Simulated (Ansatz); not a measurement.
Relaxation of AlBrH5N (8 atoms, charge 0, multiplicity 1), to a largest force component of 0.03 eV/Å in at most 50 steps.

Level of theory: RHF/def2-SVP in Ansatz 0.2.0.

```xyz
8
Properties=species:S:1:pos:R:3:forces:R:3
Al -0.059 0.495 -0.518 -0.08 0.70 0.97
N -0.026 0.110 2.555 -0.11 1.00 -0.67
H -0.803 -0.296 3.047 -0.01 0.00 0.00
H 0.814 -0.110 3.060 0.01 0.00 0.00
H 1.388 0.042 -0.909 -0.01 0.00 0.02
H -1.384 -0.271 -0.850 0.00 0.00 0.00
Br -0.293 2.717 0.303 0.07 -0.62 -0.53
H -0.145 1.132 2.556 0.13 -1.09 0.22
```

Question: Where does it end, and by what steps?

Answer: The forces met the threshold. After 7 steps the energy has fallen by 1.001 eV; Al1 moved furthest, 0.61 Å. Joined: Al1–N2 (3.10 → 2.08 Å).

| step | energy less start (eV) | largest force component (eV/Å) | accepted |
| --- | --- | --- | --- |
| 0 | 0.0000 | 1.087 | yes |
| 1 | -0.2883 | 0.638 | yes |
| 2 | -0.5683 | 0.865 | yes |
| 3 | -0.8323 | 1.182 | yes |
| 4 | -0.9787 | 1.059 | yes |
| 5 | -0.9990 | 0.178 | yes |
| 6 | -1.0007 | 0.034 | yes |
| 7 | -1.0008 | 0.007 | yes |

```xyz
8
Properties=species:S:1:pos:R:3
Al -0.068 0.512 0.096
N -0.035 0.222 2.153
H -0.783 -0.381 2.460
H 0.835 -0.182 2.464
H 1.369 -0.006 -0.322
H -1.370 -0.291 -0.317
Br -0.310 2.836 0.088
H -0.146 1.110 2.620
```

The run took 16 s on 1 thread of Arm Neoverse V1 (shared host), peak memory 0.17 GiB.
